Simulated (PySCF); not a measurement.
Relaxation of singlet TcO2Cl3

These are results of B3LYP in PySCF with Tc def2-SVP with ECP28, O def2-SVP, Cl def2-SVP; scalar-relativistic core potentials, no spin–orbit coupling; density-fitted integrals, not measurements. A (50,194) grid was used.

A hand-made square pyramidal (ligand arrangement 2) start, of C2v symmetry, held to at least that symmetry:

Coordinates in bohr (charge 0 multiplicity 1):
```
Tc    0.0000    0.0000   -0.2773
O     0.0000    3.2717   -0.9727
O     0.0000   -3.2717   -0.9727
Cl    0.0000    0.0000    4.0124
Cl    4.1959    0.0000   -1.1692
Cl   -4.1959    0.0000   -1.1692
```

Optimiser trace:
| step | E − E(last) (kJ/mol) | largest gradient (Eh/bohr) |
| --- | --- | --- |
| 0 | 155.42 | 0.05401 |
| 1 | 120.35 | 0.03861 |
| 2 | 101.35 | 0.01027 |
| 3 | 87.88 | 0.04357 |
| 4 | 68.85 | 0.05818 |
| 5 | 42.28 | 0.02698 |
| 6 | 29.65 | 0.02777 |
| 7 | 11.14 | 0.01834 |
| 8 | 5.21 | 0.01071 |
| 9 | 0.41 | 0.00317 |
| 10 | 0.08 | 0.00120 |
| 11 | 0.01 | 0.00077 |
| 12 | 0.00 | 0.00025 |

It ends at C2v with Tc–Cl 2.327 Å (×2), Tc–Cl 2.338 Å, Tc–O 1.659 Å (×2); Cl–Tc–Cl 81.7° (×2), Cl–Tc–Cl 163.5°, Cl–Tc–O 94.6° (×4), Cl–Tc–O 124.2° (×2), O–Tc–O 111.7° (after a last refinement on a finer grid). A frequency run shows a minimum. Other isomers or separated fragments may lie lower.

Final geometry:
```xyz
6
charge 0 multiplicity 1, angstrom
Tc    0.0000    0.0000   -0.3196
O     0.0000    1.3726   -1.2515
O     0.0000   -1.3726   -1.2515
Cl    0.0000    0.0000    2.0188
Cl    2.3024    0.0000    0.0151
Cl   -2.3024    0.0000    0.0151
```

The relaxation took about 2.6 core-minutes on a shared host.
